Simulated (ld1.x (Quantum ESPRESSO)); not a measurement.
**phosphorus: excitation energies, all-electron against TM**

ld1.x (Quantum ESPRESSO) 7.5 input, shortened:

```
&input
   title='P', zed=15., rel=1, dft='PZ', iswitch=3,
   config='[Ne] 3s1 3p4'
 /
 &inputp
   pseudotype=2, tm=.true., lloc=-2, rcloc=1.20,
   nlcc=.false.
 /
2
3S  1  0   1.00   0.00  1.60  1.60  0.0
3P  2  1   4.00   0.00  1.80  1.80  0.0
 &test
   configts(1)='3s1 3p4'
 /
```

Energies are relative to the spin-unpolarised reference configuration 3s1 3p4; without spin polarisation the order of configurations can differ from experiment. Spin-polarised rows fill each open shell by Hund’s rule, majority spin first.

(1) Give the all-electron excitation energy and the error of the potential for: 3s2 3p3; 3s2 3p2; 3s2 3p1; 3s2 3p3.3; 3s2 3p0; 3s0 3p5; 3s1 3p0; 3s1 3p4 (spin-polarised); 3s2 3p3 (spin-polarised).

Levels in the configuration 3s1 3p0:

| level | all-electron (eV) | pseudo (eV) |
| --- | --- | --- |
| 3s | -58.679 | -58.130 |

## Answers

(1)

| valence configuration | charge | ΔE all-electron (eV) | error AE − PS (meV) |
| --- | --- | --- | --- |
| 3s2 3p3 | 0 | -8.496 | +3.3 |
| 3s2 3p2 | +1 | 1.325 | +2.6 |
| 3s2 3p1 | +2 | 20.574 | +28 |
| 3s2 3p3.3 | -0.3 | -9.832 | +4.5 |
| 3s2 3p0 | +3 | 50.469 | +135 |
| 3s0 3p5 | 0 | 8.640 | +3.0 |
| 3s1 3p0 | +4 | 102.658 | +481 |
| 3s1 3p4 (spin-polarised) | 0 | -1.772 | +237 |
| 3s2 3p3 (spin-polarised) | 0 | -10.006 | +124 |
